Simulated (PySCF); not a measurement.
## Bond energies at MP2/def2-SVP beside a composite method

PySCF, lowest determinants of a PBE0 search. The composite is CCSD(T) extrapolated to the basis-set limit from two correlation-consistent sets, with core-valence (CV) and scalar-relativistic (SR) terms as its label shows; it has no spin–orbit coupling and nothing beyond (T).

```json
{"species": "RbH", "state (unpaired electrons)": "singlet (closed shell)", "De MP2 (eV)": "1.15", "De composite (eV)": "1.79", "composite": "CCSD(T)/CBS(TQ)", "dissociates to": "Rb + H"}
{"species": "O2", "state (unpaired electrons)": "triplet (π ↑↑)", "De MP2 (eV)": "5.21", "De composite (eV)": "5.19", "composite": "CCSD(T)/CBS(TQ)+CV+SR", "dissociates to": "O + O"}
{"species": "SrCa", "state (unpaired electrons)": "singlet (closed shell)", "De MP2 (eV)": "0.12", "De composite (eV)": "0.11", "composite": "CCSD(T)/CBS(DT)", "dissociates to": "Sr + Ca"}
{"species": "SF", "state (unpaired electrons)": "doublet (π ↑)", "De MP2 (eV)": "3.08", "De composite (eV)": "3.65", "composite": "CCSD(T)/CBS(TQ)+CV+SR", "dissociates to": "S + F"}
{"species": "CH", "state (unpaired electrons)": "doublet (π ↑)", "De MP2 (eV)": "3.21", "De composite (eV)": "3.65", "composite": "CCSD(T)/CBS(TQ)+CV+SR", "dissociates to": "H + C"}
{"species": "TlS", "state (unpaired electrons)": "doublet (π ↑)", "De MP2 (eV)": "2.49", "De composite (eV)": "2.97", "composite": "CCSD(T)/CBS(DT)", "dissociates to": "Tl + S"}
{"species": "InO⁺", "state (unpaired electrons)": "triplet (π ↑↑)", "De MP2 (eV)": "0.22", "De composite (eV)": "0.19", "composite": "CCSD(T)/CBS(DT)", "dissociates to": "In⁺ + O"}
{"species": "KH", "state (unpaired electrons)": "singlet (closed shell)", "De MP2 (eV)": "1.25", "De composite (eV)": "1.84", "composite": "CCSD(T)/CBS(TQ)", "dissociates to": "K + H"}
```

Question: Does MP2 bind more or less than the composite, by how much on average, and where is the difference largest?

Answer: MP2/def2-SVP binds less on average, method and basis taken together: the mean signed difference is -0.33 eV and the mean absolute one 0.35 eV; it is largest for RbH (-0.64 eV).

The molecules are drawn from runs that passed checks on state, spin purity and fit, so the hardest cases are missing and the errors look smaller than over all diatomics.

Correlated steps freeze the inner cores (0 to 19 orbitals); shallow outer-core shells are correlated. UHF and ROHF references stand side by side, which adds small steps between rows. Weak bonds: InO⁺, SrCa. Basis-set superposition, not corrected here, can be much of De in a small basis, most of all at correlated wavefunction levels. These are scalar-relativistic numbers at best; spin–orbit coupling would shift them, the dissociation energy most. For an ion De counts to the pair picked by the measured ionisation energies or electron affinities, which need not be the lowest pair at this level. Where the molecule has an RHF reference, its open-shell atoms are computed with UHF. States were picked by a PBE0 search and need not be the measured ground states.
